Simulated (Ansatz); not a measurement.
`O[SiH2]/C=C/[SiH3]` + HBr → `[SiH3]/C=C/Br` + `O[SiH3]`  (substitution at a C–Si bond)

Computed with Ansatz on PBE0-D4/def2-TZVP structures; ΔE is electronic, products minus reactants. CCSD(T)/CBS is the MP2 limit (def2-TZVPP, def2-QZVPP) plus CCSD(T) − MP2 in def2-TZVPP, frozen cores. Double bonds are as drawn, so ΔE can hold a change between cis and trans. Functionals use def2-TZVPP. B3LYP here is the variant with VWN-RPA as its local correlation; programs differ in this. For Br outer-core shells are correlated without core-valence functions, which leaves a few kJ/mol of doubt a bond. Scalar relativity is left out up to krypton. One conformer a species, not always the lowest.

```csv
level,ΔE (kJ/mol)
ωB97M-V,51.8
B2PLYP,45.1
B3LYP,43.7
CCSD/def2-TZVPP,50.4
```

(1) What does CCSD(T)/CBS give? (Best estimate.)

Largest T1 diagnostic among the species: 0.012.

Results:

(1) Ansatz gave: +50.7 kJ/mol. The listed levels differ from it by 1.1, -5.6, -7.0, -0.3 kJ/mol.

The D4 term adds +4.7 kJ/mol with B3LYP and +2.9 kJ/mol with PBE0; it sums over pairs of atoms, weighted by their polarisabilities, and B3LYP, whose exchange is more repulsive, gets the larger term. From PBE to PBE0 (25 % exact exchange), in def2-TZVPP and without D4, ΔE moves by +4.7 kJ/mol.
